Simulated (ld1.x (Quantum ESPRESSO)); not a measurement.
## Before and after: TM potential for iron (Fe)

| Item | Value |
| --- | --- |
| Element | Fe |
| Generator | ld1.x (Quantum ESPRESSO) 7.5 |
| Type | norm-conserving Troullier–Martins (Kleinman–Bylander form) |
| Functional | PBEsol |
| Relativity | scalar-relativistic |
| Frozen core | [Ne] 3s2 |
| Valence charge | 14 |
| Reference configuration | 3p6 3d6 4s2 4p0 |
| Partial waves | 3p (bound): rc 0.90 bohr; 3d (bound): rc 1.80 bohr; 4s (bound): rc 2.05 bohr |
| Local potential | the s channel |
| Core correction | none |

All-electron outer shells of the reference configuration (PBEsol, scalar-relativistic, ld1.x):

| shell | level (eV) | outermost node (bohr) | outermost maximum (bohr) |
| --- | --- | --- | --- |
| 2p | -697.99 | – | 0.18 |
| 3s | -93.77 | 0.33 | 0.70 |
| 3p | -59.92 | 0.30 | 0.72 |
| 3d | -7.53 | – | 0.71 |
| 4s | -5.31 | 1.00 | 2.41 |
| 4p | -1.30 | 1.10 | 3.29 |

Change: all radii scaled by about 0.95 (s 1.94, p 0.86, d 1.70 bohr).

Cutoffs: the cutoffs (Ry, on a coarse ladder) from which the occupation-weighted sum of valence levels, in a spherical-Bessel basis at the reference potential, stays within 10 and 1 mRy of its value at 400 Ry; they do not see the model core or the augmentation charge, which bear on the density cutoff. Errors are all-electron minus pseudo energies relative to the spin-unpolarised reference configuration.

Q: Predict the effect on cutoff, ghosts and configuration errors.

A: The potential gets neither clearly harder nor softer (140 Ry and 230 Ry → 140 Ry and 260 Ry); of the 7 tests that both files solve, the error grows in 1 and shrinks in 0 by more than 15 % and 0.3 meV (median size 150.9 → 170.3 meV); neither file shows a bound ghost at the reference potential, the only one tested.

| quantity | base | changed |
| --- | --- | --- |
| cutoff, loose | 140 Ry | 140 Ry |
| cutoff, tight | 230 Ry | 260 Ry |
| loose cutoff by channel (10 mRy a level) | p 90 Ry, d 70 Ry, s 8 Ry | p 100 Ry, d 80 Ry, s 8 Ry |
| bound ghosts | none | none |
| error for 3p6 3d6 4s1 4p0, meV [ΔE 8.74 eV] | -3.7 | -3.9 |
| error for 3p6 3d6 4s0 4p0, meV [ΔE 24.86 eV] | -23 | -24 |
| error for 3p6 3d5 4s0 4p0, meV [ΔE 59.05 eV] | -151 | -170 |
| error for 3p6 3d5 4s2 4p0, meV [ΔE 14.23 eV] | -124 | -141 |
| error for 3p6 3d7 4s0 4p0, meV [ΔE 6.59 eV] | -194 | -212 |
| error for 3p6 3d4 4s0 4p0, meV [ΔE 112.10 eV] | -385 | -539 |
| error for 3p6 3d6 4s0 4p1, meV [ΔE 13.82 eV] | -1133 | -1128 |

Base: These tests converged, but a pseudo level misses the all-electron one widely, so the file describes the atom poorly there or has found another state: 3p6 3d5 4s0 4p0: empty 4p by 2.9 eV; 3p6 3d4 4s0 4p0: empty 4p by 4.5 eV (a node warning on the way). Changed file: These tests converged, but a pseudo level misses the all-electron one widely, so the file describes the atom poorly there or has found another state: 3p6 3d5 4s0 4p0: empty 4p by 2.9 eV; 3p6 3d4 4s0 4p0: empty 4p by 4.5 eV (a node warning on the way).
